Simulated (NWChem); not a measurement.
System: TeO, triplet; SMILES O=[Te]

NWChem input:

```
start job
memory heap 200 mb stack 900 mb global 1100 mb
geometry units angstroms noautoz
  O      0.000000     0.000000    -1.587101
  Te     0.000000     0.000000     0.263563
end
basis spherical
  * library def2-svp
end
ecp
  Te library def2-ecp
end
dft
  odft
  mult 3
  xc xpbe96 cpbe96
  grid xcoarse
  iterations 150
  mulliken
end
task dft gradient
```

Excerpt of the output:

```
             Northwest Computational Chemistry Package (NWChem) 7.3.0
             --------------------------------------------------------

 ORDER OF PRIMARY AXIS IS BEING SET TO 4
 C4V symmetry detected

                             Geometry "geometry" -> ""
                             -------------------------

 Output coordinates in angstroms (scale by  1.889725989 to convert to a.u.)

  No.       Tag          Charge          X              Y              Z
 ---- ---------------- ---------- -------------- -------------- --------------
    1 O                    8.0000     0.00000000     0.00000000    -1.60390880
    2 Te                  52.0000     0.00000000     0.00000000     0.24675520

 Effective nuclear repulsion energy (a.u.)     118.9506769375

      Symmetry information
      --------------------

 Group name             C4v
 Group number             18
 Group order               8
 No. of unique centers     2

 Summary of "ao basis" -> "ao basis" (spherical)
 ------------------------------------------------------------------------------
       Tag                 Description            Shells   Functions and Types
 ---------------- ------------------------------  ------  ---------------------
 O                          def2-svp                 6       14   3s2p1d
 Te                         def2-svp                10       26   4s4p2d

      Symmetry analysis of basis
      --------------------------

        a1         16
        a2          0
        b1          3
        b2          3
        e          18

            General Information
            -------------------
          SCF calculation type: DFT
          Wavefunction type:  spin polarized.
          No. of atoms     :     2
          No. of electrons :    32
           Alpha electrons :    17
            Beta electrons :    15
          Charge           :     0
          Spin multiplicity:     3
          Use of symmetry is: on ; symmetry adaption is: on
          Maximum number of iterations: 150
          AO basis - number of functions:    40
                     number of shells:    16
          Convergence on energy requested:  1.00D-06
          Convergence on density requested:  1.00D-05
          Convergence on gradient requested:  5.00D-04

              XC Information
              --------------
          PerdewBurkeErnzerhof Exchange Functional  1.000
            Perdew 1991 LDA Correlation Functional  1.000 local
           PerdewBurkeErnz. Correlation Functional  1.000 non-local

             Grid Information
             ----------------
          Grid used for XC integration:  xcoarse
          Radial quadrature: Mura-Knowles
          Angular quadrature: Lebedev.
          Tag              B.-S. Rad. Rad. Pts. Rad. Cut. Ang. Pts.
          ---              ---------- --------- --------- ---------
          O                   0.60       21           6.0       194
          Te                  1.40       84           6.0       194
          Grid pruning is: on
          Number of quadrature shells:   105
          Spatial weights used:  Erf1

      Superposition of Atomic Density Guess
      -------------------------------------

 Sum of atomic energies:        -385.91487228

      Non-variational initial energy
      ------------------------------

 Total energy =    -341.531102
 1-e energy   =    -679.291017
 2-e energy   =     282.859603
 HOMO         =      -0.195836
 LUMO         =      -0.195836

 !!!!!!!!!!!!!!!!!!!!!!!!!!!!!!!!!!!!!!!!!!!!!!!!!!!!!!!!!!!!!!!!!!!!!!
 Warning - the HOMO and LUMO are degenerate and you are using symmetry.
 This can lead to non-variational energies and poor convergence.
 Modify the initial guess, or use an open-shell wavefunction, or turn
 off symmetry.
 !!!!!!!!!!!!!!!!!!!!!!!!!!!!!!!!!!!!!!!!!!!!!!!!!!!!!!!!!!!!!!!!!!!!!!

   Symmetry analysis of molecular orbitals - initial alpha
   -------------------------------------------------------

 !! scf_movecs_sym_adapt:    6 vectors were symmetry contaminated

  Symmetry fudging

 !! scf_movecs_sym_adapt:    6 vectors were symmetry contaminated

  Numbering of irreducible representations:

     1 a1          2 a2          3 b1          4 b2          5 e

  Orbital symmetries:

     1 a1          2 a1          3 a1          4 e           5 e
     6 a1          7 e           8 e           9 b2         10 b1
    11 a1         12 a1         13 e          14 e          15 a1
    16 e          17 e          18 a1         19 a1         20 e
    21 e          22 a1         23 b1         24 b2         25 e
    26 e          27 a1

   Symmetry analysis of molecular orbitals - initial beta
   ------------------------------------------------------

 !! scf_movecs_sym_adapt:    6 vectors were symmetry contaminated

  Symmetry fudging

 !! scf_movecs_sym_adapt:    6 vectors were symmetry contaminated

  Numbering of irreducible representations:

     1 a1          2 a2          3 b1          4 b2          5 e

  Orbital symmetries:

     1 a1          2 a1          3 a1          4 e           5 e
     6 a1          7 e           8 e           9 b2         10 b1
    11 a1         12 a1         13 e          14 e          15 a1
    16 e          17 e          18 a1         19 a1         20 e
    21 e          22 a1         23 b1         24 b2         25 e
    26 e          27 a1

     ---------------------------------------------
      Total Density - Mulliken Population Analysis
     ---------------------------------------------

    Atom       Charge   Shell Charges
 -----------   ------   -------------------------------------------------------
    1 O    8     9.10   1.99  1.14  0.78  3.02  2.16  0.00
    2 Te  24    22.90   1.77  0.27  1.22  0.67  2.91  3.11  1.46  1.40  9.85  0.23

     --------------------------------------------
      Spin Density - Mulliken Population Analysis
     --------------------------------------------

    Atom       Charge   Shell Charges
 -----------   ------   -------------------------------------------------------
    1 O    8     0.29   0.00  0.00  0.00  0.21  0.08  0.00
    2 Te  24     1.71   0.00  0.00  0.00  0.00 -0.05  0.06  0.76  0.93  0.00  0.01

   convergence    iter        energy       DeltaE   RMS-Dens  Diis-err
 ---------------- ----- ----------------- --------- --------- ---------
 d= 0,ls=0.0,diis     1   -342.8885815795 -3.98D+02  3.55D-02  2.03D-01
                                                     4.44D-02  2.52D-01
 d= 0,ls=0.0,diis     2   -340.6722526849  2.22D+00  2.59D-02  4.73D+00
                                                     3.15D-02  2.41D+00
 d= 0,ls=0.0,diis     3   -343.0107407129 -2.34D+00  3.10D-03  5.85D-02
                                                     3.03D-03  5.99D-02
 d= 0,ls=0.0,diis     4   -343.0298183153 -1.91D-02  1.08D-03  1.87D-02
                                                     1.57D-03  2.14D-02
 d= 0,ls=0.0,diis     5   -343.0386484981 -8.83D-03  9.32D-04  3.34D-03
                                                     1.39D-03  3.76D-03
  Resetting Diis
 d= 0,ls=0.0,diis     6   -343.0404343012 -1.79D-03  1.34D-04  1.23D-04
                                                     1.80D-04  1.44D-04
 d= 0,ls=0.0,diis     7   -343.0405076438 -7.33D-05  1.13D-04  4.62D-06
                                                     2.47D-04  5.19D-06
 d= 0,ls=0.0,diis     8   -343.0404323491  7.53D-05  9.62D-05  1.47D-04
                                                     2.14D-04  1.76D-04
 d= 0,ls=0.0,diis     9   -343.0405099544 -7.76D-05  4.15D-06  2.49D-08
                                                     4.11D-06  2.56D-08
 d= 0,ls=0.0,diis    10   -343.0405099661 -1.17D-08  5.01D-07  1.75D-10
                                                     8.67D-07  1.48D-10

         Total DFT energy =     -343.040509966100
      One electron energy =     -679.707029022791
           Coulomb energy =      310.994865740337
    Exchange-Corr. energy =      -29.228659116342
 Nuclear repulsion energy =       54.900312432696

 Numeric. integr. density =       31.999257340537

                  Occupations of the irreducible representations
                  ----------------------------------------------

                     irrep           alpha         beta
                     --------     --------     --------
                     a1                7.0          7.0
                     a2                0.0          0.0
                     b1                1.0          1.0
                     b2                1.0          1.0
                     e                 8.0          6.0

                    DFT Final Alpha Molecular Orbital Analysis
                    ------------------------------------------

 Vector   15  Occ=1.000000D+00  E=-3.217271D-01  Symmetry=e
              MO Center= -2.9D-16, -8.7D-16, -1.0D+00, r^2= 1.6D+00
   Bfn.  Coefficient  Atom+Function         Bfn.  Coefficient  Atom+Function
  ----- ------------  ---------------      ----- ------------  ---------------
     5      0.466426  1 O  py                 8      0.309694  1 O  py
    26      0.307996  2 Te py                 4      0.245213  1 O  px
    29      0.227180  2 Te py                 7      0.162814  1 O  px
    25      0.161922  2 Te px                23     -0.120511  2 Te py
    28      0.119435  2 Te px                20     -0.094772  2 Te py

[...]

                         DFT ENERGY GRADIENTS

    atom               coordinates                        gradient
                 x          y          z           x          y          z
   1 O       0.000000   0.000000  -3.030948    0.000000   0.000000   0.013994
   2 Te      0.000000   0.000000   0.466300    0.000000   0.000000  -0.013994
```

Level: PBE/def2-SVP with def2 effective core potentials on Te, spin-unrestricted. The geometry was optimised at PBE0/def2-SVP, spin-unrestricted. No stability test was run on the SCF state. def2 effective core potentials on Te; no spin-orbit coupling.
